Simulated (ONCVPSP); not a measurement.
indium (In): ONCV pseudisation with PBEsol, scalar-relativistic reference atom.

* Element: indium (In)
* Generator: ONCVPSP 4.0.1
* Type: optimised norm-conserving Vanderbilt (ONCV)
* Functional: PBEsol
* Relativity: scalar-relativistic
* Frozen core: [Ar] 3d10
* Valence charge: 21
* Reference configuration: 4s2 4p6 4d10 5s2 5p1
* Partial waves: 4s+5s: rc 1.72 bohr, ncon 4, nbas 8, qcut 7.7 1/bohr, 2 projectors; 4p+5p: rc 1.70 bohr, ncon 5, nbas 9, qcut 8.1 1/bohr, 2 projectors; 4d: rc 1.05 bohr, ncon 4, nbas 8, qcut 10.6 1/bohr, local
* Local potential: the d channel
* Core correction: polynomial model core, fcfact 0.4

* Cutoffs needed: 43 Ha and 51 Ha (the cutoffs (Ha) at which the residual kinetic energy of the hardest occupied pseudo-wave falls to 1 and 0.1 mHa per electron)
* Ghost test: no bound ghost flagged; no localised positive-energy state flagged
* Configuration tests: 1 of 4 tests not solved or not reliable
* rms error of d²Exc/dni dnj: 3.76 mHa without and 1.53 mHa with the model core
